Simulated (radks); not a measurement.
The numbers below are computed, except where a source is named.
Q: Coherent X-ray form factor from a spherical all-electron density. Level of theory: Dirac Kohn-Sham, SOGGA, spin-unpolarised, spherical densities, finite nucleus; Fermi nuclear charge, rms radius of each element as measured or else 0.836 A^(1/3) + 0.57 fm (a radial shooting solver on a logarithmic mesh with Libxc functionals).

sin(theta)/lambda (1/angstrom)  f0 (electrons)
0.05                                    60.426
0.1                                     58.789
0.15                                    56.316
0.2                                     53.309
0.25                                    50.071
0.3                                     46.845
0.4                                     40.982
0.5                                     36.143
0.6                                     32.157
0.8                                     25.908
1                                       21.428
1.25                                    17.801
1.5                                     15.463
2                                       11.893

The species is in the configuration that NIST lists as its ground one. Which atom or ion scatters so?

A: The terbium ion Tb4+, [Xe] 4f7. Extrapolating in s^2 from the first two rows gives f0(0) = 61.0, near the electron count 61; among species with that count, the fall with angle is slower the higher Z, and the table is that of Z = 65; from so few rows the species is fixed only to a neighbour or two.
